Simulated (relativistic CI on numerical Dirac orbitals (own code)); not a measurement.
**The 5d ions of charge 5+**

Calculated at this level of theory: Dirac-Coulomb-Breit CI, separate exchange-only KLI orbitals for each configuration, a model potential for QED, unscaled Slater integrals (own radial code, finite nucleus).

Each species is treated in one configuration, given outside its closed core, with all valence electrons in the open shell. Radial values are for the open shell of highest l, unscaled and averaged over j; ζ includes the Breit term. Labels give the leading LS character, summed over repeated terms.

```csv
Ion,Configuration,Its lowest level,LS weight (%),g_J,g√(J(J+1)),⟨r⟩ (bohr),⟨r²⟩ (bohr²),F² (cm⁻¹),F⁴ (cm⁻¹)
W5+,5d,2D_3/2,100,0.799,1.55,1.59,2.873,,
Re5+,5d2,3F_2,92,0.695,1.70,1.534,2.676,68810,46180
Os5+,5d3,4F_3/2,88,0.455,0.88,1.481,2.494,71210,47820
Ir5+,5d4,5D_0,70,,0.00,1.431,2.33,73630,49460
Pt5+,5d5,6S_5/2,87,1.943,5.75,1.384,2.181,76040,51110
Au5+,5d6,5D_4,81,1.445,6.46,1.34,2.046,78450,52740
Hg5+,5d7,4F_9/2,83,1.293,6.43,1.299,1.924,80840,54370
```
